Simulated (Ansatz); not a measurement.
Compare A (`C[SiH2]C1=C[SiH2]1`) with its isomer B (`C#C[SiH2][SiH2]C`).

Isolated molecules relaxed with PBE0-D4/def2-TZVP in Ansatz; ΔE leaves out vibrations. CCSD(T)/CBS is the MP2 limit (def2-TZVPP, def2-QZVPP) plus CCSD(T) − MP2 in def2-TZVPP, frozen cores. DFT in def2-TZVPP. B3LYP here is the variant with VWN-RPA as its local correlation; programs differ in this. One conformer a species, not always the lowest.

A:

Z-matrix (Å, degrees):
```
C
Si 1 1.869
H 1 1.093 2 110.8
H 1 1.093 2 110.8 3 -120.0
H 1 1.092 2 110.8 3 119.9
C 2 1.849 1 112.0 3 179.9
H 2 1.489 1 110.6 3 59.6
H 2 1.489 1 110.6 3 -59.8
Si 6 1.828 2 153.8 1 180.0
C 6 1.337 2 139.0 1 0.1
H 9 1.482 6 121.1 2 75.7
H 9 1.482 6 121.1 2 -75.6
H 10 1.084 6 134.6 2 -0.0
```

B:

```xyz
13

C     0.420    1.567   -2.530
C     0.340    1.578   -1.326
Si    0.184    1.506    0.494
Si   -0.777   -0.555    1.055
C     0.210   -1.964    0.312
H     0.494    1.568   -3.593
H     1.543    1.646    1.083
H    -0.646    2.653    0.949
H    -2.177   -0.571    0.547
H    -0.832   -0.672    2.540
H     0.266   -1.856   -0.774
H     1.229   -1.975    0.705
H    -0.254   -2.926    0.539
```

Q: Which isomer does CCSD(T)/CBS put lower? Give the gap. (Best estimate.)

A: Computed: B, by 3.1 kcal/mol.

Q: Give E(B) − E(A) in kcal/mol with CCSD(T)/def2-TZVPP, B3LYP-D4, ωB97M-V, MP2/def2-TZVPP, PBE-D4, B3LYP, HF/def2-TZVPP. (An estimate is asked.)

A: The calculation gave: CCSD(T)/def2-TZVPP -3.5, B3LYP-D4 -3.3, ωB97M-V -0.1, MP2/def2-TZVPP -2.3, PBE-D4 -0.5, B3LYP -3.7, HF/def2-TZVPP -6.1. None reverses the order clearly.

Largest T1 diagnostic: 0.012.

From PBE to PBE0 (25 % exact exchange), in def2-TZVPP and without D4, E(B) − E(A) moves by +1.2 kcal/mol. In def2-TZVPP, CCSD(T) changes the Hartree–Fock value by +2.6 kcal/mol (the triples alone add +0.3 kcal/mol) and MP2 by +3.8 kcal/mol.
